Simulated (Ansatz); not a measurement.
Geometry optimisation, RKS PBE0-D4/def2-SVP in Ansatz.

Input:

```yaml
crystal:
  periodic: [false, false, false]
  atoms:
    - { symbol: Ge, position_ang: [0.018749, -0.514951, -0.328897] }
    - { symbol: F, position_ang: [0.550619, 0.436424, 2.337258] }
    - { symbol: H, position_ang: [1.055337, 0.591515, -0.556794] }
    - { symbol: H, position_ang: [-1.320711, 0.034533, 0.172763] }
    - { symbol: Cl, position_ang: [-0.390785, -1.378507, -2.299699] }
    - { symbol: Si, position_ang: [0.812776, -2.385852, 0.810923] }
    - { symbol: H, position_ang: [-0.251446, -3.427455, 0.895064] }
    - { symbol: H, position_ang: [2.017307, -2.933848, 0.123435] }
    - { symbol: H, position_ang: [1.224297, -2.057357, 2.223428] }
    - { symbol: H, position_ang: [0.866257, -0.398601, 2.581119] }
basis:
  gaussian: { orbitals: def2-SVP }
hamiltonian:
  xc: pbe0
  dispersion: d4
relax:
  f_tol: 0.03
  max_steps: 50
```

Run as:

```bash
$ ansatz run input.yaml --threads 4 --pin off --max-ram 5120MiB --backend cpu --events-out ev --progress --plain --runs-dir out
```

Problem. Where does it end, and by what steps?

Solution. The forces met the threshold. After 7 steps the energy has fallen by 0.019 eV; H10 moved furthest, 0.12 Å.

```tsv
step	energy less start (eV)	largest force component (eV/Å)	accepted
0	0.0000	0.519	yes
1	-0.0043	0.885	yes
2	-0.0086	0.848	yes
3	-0.0115	0.668	yes
4	-0.0049	0.391	no
5	-0.0169	0.072	yes
6	-0.0158	0.088	no
7	-0.0186	0.007	yes
```

```xyz
10
Properties=species:S:1:pos:R:3
Ge 0.011 -0.512 -0.347
F 0.536 0.475 2.329
H 1.046 0.600 -0.549
H -1.329 0.027 0.167
Cl -0.388 -1.347 -2.332
Si 0.821 -2.429 0.809
H -0.251 -3.461 0.898
H 2.015 -2.982 0.108
H 1.239 -2.087 2.215
H 0.883 -0.318 2.661
```

Whether the end is a true minimum wasn't checked by a vibrational analysis.

Run time: 18 s on 4 threads of Arm Neoverse V1, with other jobs on the host, peak memory 0.28 GiB.
